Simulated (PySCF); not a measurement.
## Iodine: highly charged ions in a basis for the neutral atom

I²³⁺ [Ar] 3d10 4s2, I²⁴⁺ [Ar] 3d10 4s1. Computed with PySCF 2.14 in x2c-SVPall (6s5p3d, 36 functions), with scalar relativity by spin-free X2C-1e. No spin-orbit coupling, so a gap to NIST mixes the basis error with missing relativistic terms.

Changed run: basis of the neutral atom used for a highly charged ion. This setting is unsound on purpose.

```tsv
species	method	sound run (hartree)	changed run (hartree)	converged
I²³⁺	UHF	not run	-6871.80316	yes
I²³⁺	B3LYP	not run	-6873.50907	yes
I²³⁺	BP86	not run	-6874.19279	yes
I²⁴⁺	UHF	not run	-6844.02284	yes
I²⁴⁺	B3LYP	not run	-6845.56838	yes
I²⁴⁺	BP86	not run	-6846.25815	yes
```

Ionisation energy of I²³⁺:

```tsv
method	changed run (eV)	NIST (eV)
UHF	755.94	762 ± 4
B3LYP	760.30	762 ± 4
BP86	760.14	762 ± 4
```

The contracted functions were made for the neutral atom and can be too rigid for a highly charged ion.
